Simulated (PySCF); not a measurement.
Compound: 4-(trifluoromethyl)benzyl alcohol, C8H7F3O.
Structure used (PBE0-D3(BJ)/def2-SVP), in Å, numbered top down from 1:
```xyz
19
C8H7F3O angstrom
O      3.3056    0.3257   -1.1791
C      2.7464   -0.1597    0.0059
C      1.2386   -0.0887    0.0479
C      0.5554   -0.0707    1.2680
C     -0.8341   -0.0347    1.3037
C     -1.5596   -0.0099    0.1115
C     -3.0613   -0.0197    0.1472
F     -3.5363    0.5919    1.2370
F     -3.5418   -1.2695    0.1602
F     -3.5878    0.5893   -0.9195
C     -0.8888   -0.0209   -1.1113
C      0.5020   -0.0616   -1.1394
H      3.0802    1.2597   -1.2532
H      3.0553   -1.2166    0.0804
H      3.1589    0.3436    0.9028
H      1.1192   -0.0764    2.2052
H     -1.3610   -0.0110    2.2595
H     -1.4578    0.0074   -2.0426
H      1.0381   -0.0690   -2.0907
```

Jobs on this species (19 atoms, 90 electrons) with PySCF (density fitting). Hardware of each: one thread, Intel Xeon Platinum 8488C (x86_64), no GPU (shared host). Other jobs ran on the host; a repeat could differ by tens of per cent or more. Peak memory is the resident size of the whole Python process, interpreter and libraries included.

| level and settings | work | basis functions | SCF cycles | wall time | peak memory |
| --- | --- | --- | --- | --- | --- |
| PBE0/pcSseg-1, IEF-PCM methanol | shieldings, ring-centre shieldings | 239 | ? | ? | ? |
| PBE0/pcSseg-1, IEF-PCM acetonitrile | shieldings, ring-centre shieldings, charges and field gradients | 239 | 14 | 1.9 min | 1.2 GiB |
| PBE0-D3(BJ)/def2-SVP, grid level 1 | geometry optimisation from a GFN2-xTB start | 203 | 74 | 6.2 min | 0.89 GiB |

Task: Fill in the missing figures.

Result: 
- PBE0/pcSseg-1, IEF-PCM methanol; shieldings, ring-centre shieldings: 1.9 min, 1.2 GiB, 14 SCF cycles

Task: What do all jobs in the table cost together?

Result: About 10 min; the longest takes about 62 % of that, and about 3.3 times as long as the shortest.
